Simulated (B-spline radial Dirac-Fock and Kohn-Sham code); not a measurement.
# The Ho-like isoelectronic sequence (67 electrons), Z = 67 to 78

These are calculated numbers from an atomic code on a B-spline grid; the model is multi-electron Dirac-Fock with separately optimised hole states, Breit and Lamb-shift corrections added in first order. Binding energies in eV, tabulated ground configurations. Electron correlation is not included.

| ion | configuration | 2s | 3p3/2 | 4p1/2 | 4d5/2 | outermost level | NIST ionisation energy |
| --- | --- | --- | --- | --- | --- | --- | --- |
| Ho | [Xe] 4f11 6s2 | 9402.1 | 1747.1 | 356.2 | 169.9 | 4.97 (6s) | 6.0215 |
| Er⁺ | [Xe] 4f12 6s1 | 9764.8 | 1822.0 | 377.8 | 183.8 | 11.02 (6s) | 11.916 ± 0.02 |
| Tm²⁺ | [Xe] 4f13 | 10137.3 | 1899.5 | 401.0 | 199.0 | 21.00 (4f) | 23.66 ± 0.03 |
| Yb³⁺ | [Xe] 4f13 | 10532.0 | 1992.8 | 438.4 | 227.4 | 41.74 (4f) | 43.61 ± 0.04 |
| Lu⁴⁺ | [Xe] 4f13 | 10938.5 | 2090.4 | 479.1 | 258.4 | 65.17 (4f) | 66.8 ± 0.3 |
| Hf⁵⁺ | [Xe] 4f13 | 11356.8 | 2192.0 | 522.6 | 291.9 | 91.03 (4f) | – |
| Ta⁶⁺ | [Xe] 4f13 | ? | ? | ? | ? | ? | ? |
| W⁷⁺ | [Xe] 4f13 | 12228.7 | 2406.9 | 617.7 | 365.6 | 141.4 (5p3/2) | – |
| Re⁸⁺ | [Kr] 4d10 4f14 5s2 5p5 | 12671.8 | 2507.2 | 658.6 | 396.7 | 166.3 (5p) | 165 ± 8 |
| Os⁹⁺ | [Kr] 4d10 4f14 5s2 5p5 | 13136.8 | 2622.9 | 711.8 | 438.2 | 191.5 (5p) | 190 ± 10 |
| Ir¹⁰⁺ | [Kr] 4d10 4f14 5s2 5p5 | 13614.3 | 2742.2 | 767.6 | 481.7 | 218.1 (5p) | 217 ± 11 |
| Pt¹¹⁺ | [Kr] 4d10 4f14 5s2 5p5 | 14104.3 | 2865.0 | 825.9 | 527.2 | 246.0 (5p) | 245 ± 12 |

Q: Fill in the row of Ta⁶⁺.

A: 2s 11786.8, 3p3/2 2297.6, 4p1/2 568.8, 4d5/2 327.7, outermost 119.1 (5p3/2), NIST 119 ± 6 eV.

NIST's values are for the lowest levels; a dash marks a value that is missing or belongs to another shell. Their kind here: measured, semi-empirical, theoretical. Where a p, d or f shell is open in either ion the computed value averages over both j values and all terms, while the table refers to the lowest levels; that difference holds spin-orbit splitting (largest in heavy or highly charged ions), term energies where several electrons share open shells, and correlation, and it can reach 10 % or more.
